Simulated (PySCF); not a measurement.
Compound: C6H6FP.
Atom-mapped SMILES: `[CH3:1][c:2]1[cH:3][cH:4][c:5]([F:6])[p:7][cH:8]1` (hydrogens: H9, H10, H11 on C1; H12 on C3; H13 on C4; H14 on C8)

Method: PBE0-D3(BJ)/def2-SVP geometry optimisation, gas phase (PySCF 2.14.0); density fitting, grid level 1; the optimiser is geomeTRIC in internal coordinates, started from a GFN2-xTB structure with every atom displaced at random (about 0.01 Å).

Step 0: E = -18301.9396 eV
```
atom  x, y, z in Å  |  force x, y, z in eV/Å
C1     -2.0285   -0.3397    0.4427   -0.885   1.728   0.349
C2     -0.6303    0.0460    0.1393    0.103   0.047  -0.016
C3      0.2878   -0.9687   -0.0366    2.410   0.680  -0.447
C4      1.6713   -0.7323   -0.3428   -3.695   0.645   0.685
C5      2.1442    0.5306   -0.4931    1.583   0.614  -0.290
F6      3.4677    0.6448   -0.7726   -0.429  -0.013   0.074
P7      1.2922    2.0370   -0.3482   -0.210   0.315  -0.004
C8     -0.2643    1.3889    0.0089   -0.482   0.302   0.146
H9     -2.0958   -1.2294    1.0344   -0.040  -0.931   0.439
H10    -2.5958   -0.4659   -0.4788   -0.267  -0.216  -0.350
H11    -2.5509    0.4748    1.0106    0.288  -0.495  -0.312
H12    -0.0112   -1.9901    0.0777   -0.322  -0.788   0.080
H13     2.2885   -1.5558   -0.4543    1.627  -1.766  -0.279
H14    -1.0747    2.1238    0.1740    0.318  -0.121  -0.076
```

Step 1: E = -18302.0764 eV
```
atom  x, y, z in Å  |  force x, y, z in eV/Å
C1     -2.0725   -0.3201    0.4110    0.121  -0.195   0.005
C2     -0.6270    0.0442    0.2027    0.085   0.027   0.104
C3      0.3480   -0.9574    0.0885   -0.402  -0.244  -0.652
C4      1.6467   -0.7237   -0.3529    0.717  -0.368   0.807
C5      2.1771    0.5497   -0.5144   -0.564  -0.198  -0.460
F6      3.4303    0.6255   -0.9533    0.321   0.077   0.124
P7      1.2896    2.0426   -0.3276    0.068   0.146   0.009
C8     -0.2676    1.3869    0.0640    0.068  -0.053   0.056
H9     -2.1931   -1.2925    0.9169    0.065   0.070  -0.074
H10    -2.5817   -0.3887   -0.5692    0.009   0.023   0.161
H11    -2.5855    0.4368    1.0126   -0.143   0.119   0.035
H12     0.0322   -2.0024    0.2142    0.078   0.169   0.058
H13     2.3545   -1.5763   -0.4452   -0.405   0.425  -0.133
H14    -1.0508    2.1394    0.2136   -0.018   0.000  -0.039
```

Step 2: E = -18302.1440 eV
```
atom  x, y, z in Å  |  force x, y, z in eV/Å
C1     -2.0638   -0.3227    0.4410    0.002   0.039   0.043
C2     -0.6340    0.0506    0.1605    0.016  -0.046   0.043
C3      0.3200   -0.9628    0.0035   -0.031   0.031  -0.146
C4      1.6493   -0.7263   -0.3350    0.243  -0.083   0.093
C5      2.1712    0.5449   -0.5299   -0.178  -0.025   0.149
F6      3.4731    0.6332   -0.8125    0.056  -0.011  -0.084
P7      1.2853    2.0458   -0.3868    0.027  -0.012   0.018
C8     -0.2685    1.3918    0.0225   -0.024  -0.008  -0.061
H9     -2.1397   -1.3001    0.9397    0.014   0.015  -0.007
H10    -2.6277   -0.3904   -0.5037   -0.046   0.006   0.012
H11    -2.5631    0.4256    1.0741    0.001  -0.006  -0.027
H12     0.0017   -2.0013    0.1345    0.020   0.020   0.012
H13     2.3460   -1.5702   -0.4236   -0.083   0.090  -0.036
H14    -1.0495    2.1459    0.1767   -0.017  -0.010  -0.009
```

Task: Estimate the geometry and energy of step 3. (The exact step hangs on the optimiser's Hessian estimate; all steps are aligned on step 2, rigid shifts and turns removed.)

Result: E = -18302.1471 eV, largest force 0.204 eV/Å
```
atom  x, y, z in Å  |  force x, y, z in eV/Å
C1     -2.0667   -0.3164    0.4481    0.028  -0.058  -0.013
C2     -0.6369    0.0418    0.1464    0.084   0.078  -0.018
C3      0.3251   -0.9632   -0.0201   -0.077  -0.145   0.084
C4      1.6650   -0.7313   -0.3224   -0.141   0.146  -0.018
C5      2.1731    0.5454   -0.5055    0.037  -0.058  -0.010
F6      3.4735    0.6335   -0.8035    0.043   0.068   0.000
P7      1.2813    2.0434   -0.3766    0.029  -0.006   0.000
C8     -0.2759    1.3833    0.0072    0.007   0.049  -0.010
H9     -2.1410   -1.2899    0.9528   -0.009  -0.012   0.009
H10    -2.6534   -0.3826   -0.4827   -0.017  -0.005  -0.011
H11    -2.5493    0.4396    1.0848    0.032  -0.009  -0.008
H12     0.0099   -2.0020    0.1063   -0.016  -0.036  -0.001
H13     2.3583   -1.5704   -0.4274   -0.001  -0.013  -0.005
H14    -1.0627    2.1331    0.1537    0.001   0.001  -0.001
```

The energy changes by -0.0031 eV. The first-order estimate −F·Δx gives -0.0134 eV and the mean of the old and new forces, exact on a quadratic surface, -0.0032 eV. The step makes an angle of 68° with the force vector and moves no atom by more than 0.034 Å.

The cost below is that of the whole optimisation. Hardware: one thread, Arm Neoverse V1 (aarch64), shared host with 64 logical CPUs at a one-minute load of 18. Cost: 67 s of wall time, 0.58 GiB resident at most.
